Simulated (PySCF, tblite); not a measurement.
Species: C₇H₅Cl.
Bonds: C1–C2 (triple), C2–C3, C3–C4 (double), C4–Cl5, C4–C6, C6–C7 (double), C7–C8, C3–C8. Hydrogens: H9 on C1; H10 on C6; H11 on C7; H12, H13 on C8.

Computed with GFN2-xTB (tblite), gas phase: Langevin dynamics at 300 K from the optimised GFN2-xTB geometry, time step 0.5 fs, friction 0.01 fs⁻¹, 2000 steps. Over the second half of the run the saved frames average 318 K.

Frame at 250 fs, instantaneous temperature 289 K:
```
atom  x, y, z in Å
C1      2.816   -0.251   -0.198
C2      1.605   -0.211   -0.034
C3      0.191   -0.096    0.108
C4     -0.504    1.048   -0.048
Cl5     0.127    2.549   -0.277
C6     -1.936    0.775    0.029
C7     -2.128   -0.564    0.040
C8     -0.797   -1.229    0.085
H9      3.851   -0.288    0.009
H10    -2.678    1.576    0.031
H11    -3.116   -0.971   -0.030
H12    -0.717   -1.865    0.946
H13    -0.701   -1.805   -0.842
```

Frame at 425 fs, instantaneous temperature 323 K:
```
atom  x, y, z in Å
C1      2.418   -1.055    0.008
C2      1.298   -0.705    0.139
C3     -0.054   -0.365    0.063
C4     -0.751    0.803    0.301
Cl5    -0.322    2.422    0.424
C6     -2.171    0.484    0.289
C7     -2.406   -0.742   -0.138
C8     -1.095   -1.439   -0.207
H9      3.446   -1.346    0.030
H10    -2.934    1.168    0.647
H11    -3.277   -1.343   -0.308
H12    -1.057   -2.189    0.684
H13    -0.788   -1.950   -1.110
```

Frame at 625 fs, instantaneous temperature 379 K:
```
atom  x, y, z in Å
C1      2.154   -0.908    0.033
C2      0.979   -0.624    0.021
C3     -0.441   -0.435    0.100
C4     -1.141    0.730    0.073
Cl5    -0.330    2.267    0.161
C6     -2.565    0.505    0.057
C7     -2.816   -0.829    0.112
C8     -1.527   -1.512    0.157
H9      3.207   -1.168    0.045
H10    -3.243    1.281    0.008
H11    -3.677   -1.399   -0.003
H12    -1.467   -2.131    1.042
H13    -1.304   -2.197   -0.742
```

Frame at 800 fs, instantaneous temperature 217 K:
```
atom  x, y, z in Å
C1      1.845   -0.974   -0.108
C2      0.691   -0.756    0.126
C3     -0.672   -0.481   -0.047
C4     -1.192    0.768   -0.405
Cl5    -0.223    2.216   -0.446
C6     -2.644    0.761   -0.133
C7     -2.992   -0.500    0.187
C8     -1.795   -1.321    0.433
H9      2.904   -1.221   -0.156
H10    -3.297    1.658   -0.262
H11    -4.031   -0.871    0.437
H12    -1.754   -1.503    1.509
H13    -1.912   -2.259   -0.082
```

Frame at 1000 fs, instantaneous temperature 440 K:
```
atom  x, y, z in Å
C1      1.782   -1.147    0.342
C2      0.612   -0.942    0.290
C3     -0.730   -0.665    0.382
C4     -1.323    0.505   -0.028
Cl5    -0.582    1.820   -0.895
C6     -2.763    0.463    0.156
C7     -3.071   -0.715    0.752
C8     -1.807   -1.568    0.803
H9      2.789   -1.246    0.485
H10    -3.414    1.210   -0.272
H11    -4.067   -1.039    1.052
H12    -1.623   -1.959    1.808
H13    -1.956   -2.441    0.210
```

Question: What do single points at PBE0/pcSseg-1 (PySCF, gas phase) give on these frames?

Answer: 
```json
{"t (fs)": "250", "GFN2-xTB E above start (eV)": "0.34", "DFT E above lowest frame (eV)": "0.00", "HOMO (eV)": "-6.38", "LUMO (eV)": "-1.51", "dipole (D)": "1.92"}
{"t (fs)": "425", "GFN2-xTB E above start (eV)": "0.49", "DFT E above lowest frame (eV)": "0.22", "HOMO (eV)": "-6.38", "LUMO (eV)": "-1.50", "dipole (D)": "1.89"}
{"t (fs)": "625", "GFN2-xTB E above start (eV)": "0.39", "DFT E above lowest frame (eV)": "0.06", "HOMO (eV)": "-6.44", "LUMO (eV)": "-1.60", "dipole (D)": "2.33"}
{"t (fs)": "800", "GFN2-xTB E above start (eV)": "0.56", "DFT E above lowest frame (eV)": "0.24", "HOMO (eV)": "-6.32", "LUMO (eV)": "-1.69", "dipole (D)": "2.12"}
{"t (fs)": "1000", "GFN2-xTB E above start (eV)": "0.31", "DFT E above lowest frame (eV)": "0.00", "HOMO (eV)": "-6.34", "LUMO (eV)": "-1.63", "dipole (D)": "2.18"}
```

Both levels order the frames alike by energy; measured from each level's lowest frame they differ by 0.04 eV at most. The HOMO–LUMO gap runs from 4.63 to 4.88 eV. These are instantaneous structures, not minima.

Question: And the isotropic GIAO shieldings (ppm) from the same runs?

Answer: 
| atom | 250 fs | 425 fs | 625 fs | 800 fs | 1000 fs | mean | range |
| --- | --- | --- | --- | --- | --- | --- | --- |
| C1 | 87.1 | 90.5 | 86.5 | 81.1 | 87.4 | 86.5 | 9.4 |
| C2 | 97.5 | 106.1 | 104.8 | 103.2 | 104.8 | 103.3 | 8.6 |
| C3 | 60.6 | 55.5 | 47.9 | 46.5 | 61.6 | 54.4 | 15.1 |
| C4 | 30.0 | 36.7 | 31.5 | 16.1 | 21.9 | 27.2 | 20.6 |
| Cl5 | 758.5 | 731.9 | 722.2 | 691.6 | 706.7 | 722.2 | 66.9 |
| C6 | 35.7 | 44.2 | 45.6 | 39.5 | 38.8 | 40.8 | 9.9 |
| C7 | 41.1 | 51.3 | 46.3 | 42.1 | 39.3 | 44.0 | 12.0 |
| C8 | 139.3 | 125.5 | 131.9 | 140.6 | 140.1 | 135.5 | 15.1 |
| H9 | 27.8 | 28.1 | 27.3 | 27.1 | 28.9 | 27.8 | 1.8 |
| H10 | 24.7 | 25.3 | 25.8 | 24.3 | 24.7 | 25.0 | 1.5 |
| H11 | 24.6 | 25.1 | 25.3 | 24.3 | 24.5 | 24.8 | 1.0 |
| H12 | 28.7 | 27.0 | 28.4 | 28.7 | 28.4 | 28.2 | 1.7 |
| H13 | 28.4 | 28.2 | 27.2 | 28.6 | 29.0 | 28.3 | 1.8 |

The cost below is that of the whole dynamics run. On one thread of an Arm Neoverse V1, shared host with 32 logical CPUs at a one-minute load of 13, this took 12 s of wall time and 0.18 GiB of memory at its peak.
